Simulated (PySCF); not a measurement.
C4H8NO, SMILES [CH2]C(=O)N(C)C, multiplicity 2. Geometry: r2SCAN-D4/def2-SVP. The isomer is the one that the SMILES or the coordinates give; other isomers of the formula were not compared.

Computed with r2SCAN-D4/def2-SVP (PySCF).

Harmonic wavenumbers (cm⁻¹): 80, 113, 146, 211, 247, 345, 418, 461, 589, 603, 734, 756, 979, 1015, 1067, 1107, 1153, 1211, 1306, 1385, 1397, 1437, 1444, 1468, 1468, 1475, 1515, 1685, 2991, 3002, 3074, 3089, 3155, 3169, 3180, 3295. Rotational constants (GHz): 5.105, 3.504, 2.139; symmetry number 1.

### Question
Work out the zero-point energy and the ideal-gas rigid-rotor harmonic-oscillator thermochemistry at 298.15 K and 1 atm.

### Answer
ZPE = ½ Σ hcν = ½ × 50771 cm⁻¹ = 303.68 kJ/mol. H − E(el) = 326.26 kJ/mol. Entropy in J/(mol K): translation 164.32, rotation 111.01, vibration 77.23, spin 5.76, total 358.32. G − E(el) = 219.43 kJ/mol. Cp = 116.99 J/(mol K). Modes under 150 cm⁻¹ make the vibrational entropy uncertain.
